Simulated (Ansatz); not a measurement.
C2H9NOSi can be A, `C[SiH2]NCO`, or B, `C[SiH](N)CO`.

Gas-phase electronic energies from Ansatz, PBE0-D4/def2-TZVP geometries. CCSD(T)/CBS adds triple-zeta CCSD(T) − MP2 to the extrapolated MP2 energy (def2 sets, frozen cores). DFT in def2-TZVPP. B3LYP here is the variant with VWN-RPA as its local correlation; programs differ in this. Each species was taken in one conformer, which may not be the lowest.

Task: Which is lower in electronic energy at CCSD(T)/CBS, and by how much? (An estimate is asked.)

Result: The calculation gave: B, by 8.0 kcal/mol.

Task: Give E(B) − E(A) in kcal/mol with PBE0-D4, CCSD/def2-TZVPP, ωB97M-V, B3LYP, CCSD(T)/def2-TZVPP, B2PLYP, B3LYP-D4. (An estimate is asked.)

Result: The calculation gave: PBE0-D4 -7.8, CCSD/def2-TZVPP -6.9, ωB97M-V -8.2, B3LYP -6.7, CCSD(T)/def2-TZVPP -7.3, B2PLYP -7.1, B3LYP-D4 -7.5. None reverses the order clearly.

Largest T1 diagnostic: 0.011.

The D4 term adds −0.8 kcal/mol with B3LYP and −0.4 kcal/mol with PBE0; it sums over pairs of atoms, weighted by their polarisabilities, and B3LYP, whose exchange is more repulsive, gets the larger term. In def2-TZVPP, CCSD(T) changes the Hartree–Fock value by −3.3 kcal/mol (the triples alone add −0.3 kcal/mol) and MP2 by −3.8 kcal/mol.
